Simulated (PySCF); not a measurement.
BClFHSe, SMILES FB(Cl)[SeH]. Atoms are numbered in the order given.

```xyz
5

B     -0.4545     0.5880     0.0000
Cl     0.6686     1.9328     0.0000
F     -1.7483     0.8389     0.0000
Se     0.2280    -1.2211     0.0000
H     -1.1112    -1.8302     0.0000
```

The structure is a stationary point at PBE0-D3(BJ)/def2-SVP. One conformer was computed; it need not be the lowest.

The numbers are results of PBE/def2-TZVPD (PySCF), not measurements.

Mulliken values depend strongly on the basis, most of all with diffuse functions as here. ESP charges are fitted to the potential on shells at 1.4 to 2.0 van der Waals radii. Atomic charges (e):

```tsv
atom	ESP fit	Mulliken
B1	0.13	0.49
Cl2	-0.03	-0.23
F3	-0.12	-0.17
Se4	-0.12	-0.24
H5	0.15	0.16
```
